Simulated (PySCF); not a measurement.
C6H9N3O.
SMILES: `CC(=O)c1nn(C)nc1C`

Computed, not measured: TDDFT PBE0/def2-SVPD, vertical, gas phase, core orbitals frozen in the response (PySCF). One conformer (not necessarily the lowest) at the PBE0-D3(BJ)/def2-SVP geometry, without solvent, vibrations or thermal averaging. Torsions of this conformer, `[CH3:1][C:2](=[O:3])[c:4]1[n:5][n:6]([CH3:7])[n:8][c:9]1[CH3:10]`: C1–C2–C4–N5 1°.

```tsv
state	E (eV)	E (kJ/mol)	λ (nm)	f	|μ| (D)	main configurations (H = HOMO, L = LUMO)
S1	4.02	388	308.2	0.0001	0.10	H→L (95%)
S2	5.42	523	228.6	0.227	3.33	H-1→L (95%)
S3	5.85	565	211.8	0.0006	0.16	H-3→L (92%)
S4	6.17	595	201.1	0.0020	0.29	H→L+1 (90%)
S5	6.20	598	200.0	0.033	1.19	H-2→L (60%), H-1→L+1 (31%)
S6	6.64	640	186.8	0.0020	0.28	H-4→L (94%)
S7	6.81	657	182.1	0.275	3.26	H-1→L+1 (64%), H-2→L (30%)
S8	6.95	670	178.4	0.0023	0.30	H-3→L+1 (93%)
S9	7.12	686	174.3	0.018	0.83	H→L+2 (69%), H→L+3 (20%)
S10	7.14	689	173.6	0.0094	0.59	H-1→L+2 (89%)
```

Triplets, Tamm–Dancoff:

| state | E (eV) | λ (nm) | main configurations (H = HOMO, L = LUMO) |
| --- | --- | --- | --- |
| T1 | 3.47 | 356.9 | H→L (92%) |
| T2 | 4.07 | 304.9 | H-1→L (89%) |
| T3 | 4.81 | 257.7 | H-2→L (48%), H-1→L+1 (25%), H-2→L+1 (18%) |
| T4 | 5.21 | 237.8 | H-1→L+1 (54%), H-2→L (25%), H-3→L (9%) |

The lowest singlet comes at 308 nm (388 kJ/mol) in the ultraviolet; it is dark (f under 0.0005); its leading configuration is HOMO→LUMO (95%). The strongest level in the table is S7 at 6.81 eV (182 nm, f = 0.275). Löwdin shares by element: HOMO oxygen 63%, carbon 29% or more; LUMO nitrogen 28% or more, oxygen 23%, carbon 23% or more (atoms not listed hold the other 25%). The listed states span 3.12 eV, and the widest gap between neighbours is 1.40 eV (S1 to S2). Orbital energies (eV): HOMO-3 -8.77, HOMO-2 -8.60, HOMO-1 -7.58, HOMO -7.44, LUMO -1.39, LUMO+1 -0.08, LUMO+2 0.61. Of the 10 states listed, 4 reach f = 0.01 and 1 stays under 0.0005. No computed singlet lies in the visible range (380 to 750 nm); the lowest, at 308 nm, stands 0.76 eV above its violet end (3.26 eV). The vertical ionisation energy (ΔSCF) is 9.30 eV, 2.16 eV above S10. Singlets were solved by full linear response, triplets in the Tamm–Dancoff approximation.

The run took 6.5 min on one thread of an Intel Xeon 6975P-C, no GPU (shared host), and the process peaked at 1.2 GiB of memory.
